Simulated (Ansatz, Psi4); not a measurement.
Here is a job for Ansatz (a quantum-chemistry and plane-wave program).
Ansatz 0.2 input:
```yaml
crystal:
  periodic: [false, false, false]
  atoms:
    - {symbol: C, position_ang: [-0.03747748, 1.18530286, -0.11525700]}
    - {symbol: S, position_ang: [-0.02095352, -0.61772925, 0.15157957]}
    - {symbol: H, position_ang: [1.25160297, -0.85395482, -0.24996242]}
    - {symbol: H, position_ang: [-1.06827047, 1.52354437, -0.03438541]}
    - {symbol: H, position_ang: [0.54627907, 1.64404919, 0.67989192]}
    - {symbol: H, position_ang: [0.37245221, 1.44603148, -1.08584758]}
    - {symbol: H, position_ang: [-0.54194256, -0.98781933, -1.04342765]}
basis:
  gaussian:
    orbitals: cc-pVDZ
total_charge: 1
magnetization: {spin_polarized: false}
correlation: {method: ccsd_t, electrons: outside_noble_gas}
accuracy: high
```

Convert this to an input for Psi4.

Several could match; the one computed here: 
```
memory 2 GB

molecule mol {
1 1
  C    -0.037477    1.185303   -0.115257
  S    -0.020954   -0.617729    0.151580
  H     1.251603   -0.853955   -0.249962
  H    -1.068270    1.523544   -0.034385
  H     0.546279    1.644049    0.679892
  H     0.372452    1.446031   -1.085848
  H    -0.541943   -0.987819   -1.043428
}

set basis cc-pvdz
set reference rhf
set freeze_core true
set mp2_type conv
set scf_type pk
set puream true
set d_convergence 1e-8

energy('ccsd(t)')
print_variables()
```

Both were run: Ansatz gave -438.362787 Eh and Psi4 -438.362787 Eh, 0.000 mEh apart.
